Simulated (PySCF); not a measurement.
Shieldings and the share of exact exchange

Molecule: `[SiH3]O[Si@H](C#C)Cl`, C$_{2}$H$_{5}$ClOSi$_{2}$.

Atom-mapped SMILES (the numbers label the heavy atoms): `[CH:1]#[C:2][Si@H:3]([Cl:4])[O:5][SiH3:6]`; H(Xn) means a hydrogen on atom n.

GIAO shieldings (ppm, equivalent atoms averaged) in PySCF on the PBE0-D3(BJ)/def2-SVP geometry, basis pcSseg-1, gas phase, non-relativistic:

```tsv
functional	exact exchange (%)	σ(C2)	σ(Si6)	σ(Si3)	σ(Cl4)
BLYP	0	91.4	370.5	371.7	837.3
BP86	0	95.0	373.0	376.9	842.7
PBE	0	94.9	374.3	377.0	842.6
PBE0	25	98.1	389.5	392.0	874.1
mPW1PW91	25	97.8	388.1	391.4	874.4
BHandHLYP	50	98.0	401.4	402.4	893.6
HF	100	106.8	437.1	438.1	938.7
```

(1) Fit each shielding as a line in the percentage of exact exchange.

(2) What does the line predict for B3LYP (20 %), and what does the run give?

Answers

(1) σ(C2) = 93.9 + 0.12 x (rms 1.5 ppm); σ(Si6) = 372.4 + 0.64 x (rms 1.6 ppm); σ(Si3) = 375.2 + 0.62 x (rms 2.3 ppm); σ(Cl4) = 843.9 + 0.98 x (rms 4.2 ppm). The functionals also differ in their semilocal parts, which the line can't hold; Hartree–Fock has no correlation at all.

(2) σ(C2): 96.3 predicted, 94.0 computed; σ(Si6): 385.2 predicted, 382.2 computed; σ(Si3): 387.6 predicted, 383.3 computed; σ(Cl4): 863.5 predicted, 862.5 computed ppm.
